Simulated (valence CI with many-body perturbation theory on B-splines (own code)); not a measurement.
# E1 line list for Ta²⁺

Calculated by relativistic CI+MBPT: three valence electrons over a frozen Dirac-Fock core [Xe] 4f14, a basis of 9 s, 9 p, 10 d, 8 f, 5 g, 3 h, 1 i functions for each j, with the one-electron correlation potential Σ1 (screened to all orders), the two-electron term Σ2, the three-electron term Σ3, Breit, model QED; selected single and double excitations, second order for the rest, scaled by the run's own slope (own B-spline code, finite nucleus).

No measured spectrum was set against this ion. As an estimate, terms of the open shell hold to 2 to 4 % of their energy, and close levels can change places; different configurations can be misplaced against each other by 1,000 to 8,000 cm⁻¹. Core correlation moves these levels by up to 14000 cm⁻¹, and in measured spectra 5 to 20 % of such shifts remained as error; rates that hang on mixing are uncertain with them.

Lines 1 to 50 of 256 in falling wavelength, among levels below 72065 cm⁻¹, chosen from the strongest by gf and those to the six lowest levels. Wavelengths and rates use the calculated energies, so an error of 2000 cm⁻¹ moves a line at 2935 Å by 5.9 % and its rate by three times that or more. Electric multipoles are in the length gauge, E1 and E2 with the static RPA response of the core. Weak lines are less certain than strong ones. Lines between different terms over intervals too small for the method are left out, as are lines whose strength nearly cancels. Where a level lies close to another of its J and parity, the split of strength between their lines is uncertain. The highest levels of a list are the least certain.

Names give the largest LS component (configuration and term), which can be under half, so a name can repeat, a term be missing and a line seem to break the LS rules; names also repeat where a configuration has a term twice. Letters in brackets count levels of one name in rising energy.

```csv
λ vac (Å),Upper,Lower,A (s⁻¹),S (a.u.)
2935,5d2.6p 2D°_5/2 [b],5d3 2D_5/2,1.75e+07,1.31e+00
2882,5d2.6p 2F°_7/2 [a],5d3 2F_5/2,1.06e+07,9.98e-01
2828,5d2.6p 4F°_9/2 [a],5d2.6s 2G_9/2,9.44e+06,1.05e+00
2709,5d2.6p 2G°_7/2 [a],5d2.6s 2G_7/2,1.36e+07,1.07e+00
2607,5d2.6p 4G°_7/2,5d2.6s 2F_5/2,1.87e+07,1.31e+00
2543,5d2.6p 2F°_5/2 [b],5d.6s2 2D_3/2,3.77e+07,1.84e+00
2516,5d2.6p 2P°_3/2,5d2.6s 4P_5/2,3.75e+07,1.18e+00
2500,5d2.6p 4P°_3/2,5d.6s2 2D_3/2,3.28e+07,1.01e+00
2482,5d2.6p 4F°_9/2 [b],5d2.6s 2G_9/2,6.31e+07,4.76e+00
2454,5d2.6p 4G°_5/2,5d2.6s 4F_5/2,8.03e+07,3.52e+00
2453,5d2.6p 4F°_9/2 [b],5d2.6s 2G_7/2,5.69e+07,4.15e+00
2432,5d2.6p 4G°_9/2,5d2.6s 2F_7/2 [a],3.69e+07,2.62e+00
2412,5d2.6p 4G°_5/2,5d2.6s 4F_3/2 [b],5.01e+07,2.08e+00
2406,5d2.6p 2G°_7/2 [b],5d2.6s 2G_9/2,4.53e+07,2.49e+00
2399,5d2.6p 2D°_5/2 [a],5d3 4P_5/2 [b],2.18e+07,8.92e-01
2389,5d2.6p 4D°_5/2 [a],5d2.6s 4P_5/2,2.41e+07,9.75e-01
2380,5d2.6p 2G°_7/2 [b],5d2.6s 2G_7/2,8.09e+07,4.30e+00
2379,5d2.6p 4D°_1/2 [a],5d2.6s 4P_1/2,1.08e+08,1.43e+00
2368,5d2.6p 4F°_7/2,5d2.6s 2F_7/2 [a],4.77e+07,2.50e+00
2359,5d2.6p 4S°_3/2,5d2.6s 2D_5/2,4.19e+07,1.09e+00
2353,5d2.6p 2G°_7/2 [b],5d3 2F_5/2,3.69e+07,1.90e+00
2337,5d2.6p 4G°_5/2,5d2.6s 4F_3/2 [a],1.50e+08,5.65e+00
2332,5d2.6p 2D°_3/2,5d2.6s 2F_5/2,4.01e+07,1.01e+00
2326,5d2.6p 4D°_5/2 [a],5d2.6s 4P_3/2,2.77e+07,1.03e+00
2321,5d2.6p 4G°_7/2,5d2.6s 4F_7/2,8.73e+07,4.31e+00
2306,5d2.6p 2G°_7/2 [b],5d2.6s 2D_5/2,3.00e+07,1.45e+00
2305,5d2.6p 4D°_1/2 [b],5d2.6s 4P_3/2,8.26e+07,9.98e-01
2298,5d2.6p 2D°_5/2 [a],5d3 4P_5/2 [a],7.98e+07,2.87e+00
2294,5d2.6p 2F°_5/2 [a],5d2.6s 4P_5/2,2.95e+07,1.06e+00
2283,5d2.6p 4G°_7/2,5d3 2G_7/2,2.91e+07,1.37e+00
2282,5d2.6p 4D°_5/2 [b],5d2.6s 2D_5/2,2.44e+07,8.57e-01
2281,5d2.6p 2F°_7/2 [a],5d2.6s 2F_7/2 [a],5.50e+07,2.58e+00
2272,5d2.6p 4D°_3/2 [a],5d2.6s 4P_3/2,9.14e+07,2.12e+00
2251,5d2.6p 2F°_5/2 [b],5d2.6s 2D_3/2,9.51e+07,3.21e+00
2246,5d2.6p 2D°_5/2 [a],5d2.6s 4F_7/2,1.13e+08,3.79e+00
2241,5d2.6p 4F°_3/2,5d2.6s 4F_5/2,1.55e+08,3.45e+00
2236,5d2.6p 4G°_5/2,5d3 4F_7/2,1.08e+06,3.58e-02
2229,5d2.6p 2P°_1/2,5d2.6s 2D_3/2,1.07e+08,1.17e+00
2224,5d2.6p 4G°_9/2,5d2.6s 4F_9/2,1.46e+08,7.94e+00
2220,5d2.6p 4D°_1/2 [b],5d2.6s 4P_1/2,9.70e+07,1.05e+00
2206,5d2.6p 4F°_3/2,5d2.6s 4F_3/2 [b],1.11e+08,2.35e+00
2200,5d2.6p 2F°_7/2 [b],5d2.6s 4P_5/2,3.02e+07,1.27e+00
2200,5d2.6p 4F°_9/2 [a],5d2.6s 2F_7/2 [a],2.27e+07,1.19e+00
2196,5d2.6p 4F°_5/2,5d3 4P_3/2,3.88e+07,1.22e+00
2190,5d2.6p 4D°_3/2 [a],5d2.6s 4P_1/2,3.86e+07,8.00e-01
2175,5d2.6p 2F°_7/2 [a],5d2.6s 2F_5/2,3.84e+07,1.56e+00
2174,5d2.6p 4D°_3/2 [b],5d2.6s 4P_3/2,1.13e+08,2.29e+00
2170,5d2.6p 4F°_7/2,5d2.6s 4F_9/2,1.24e+08,5.02e+00
2161,5d2.6p 4D°_3/2 [c],5d2.6s 4P_5/2,9.98e+07,1.99e+00
2158,5d2.6p 2F°_5/2 [a],5d2.6s 2F_7/2 [a],5.64e+07,1.68e+00
```
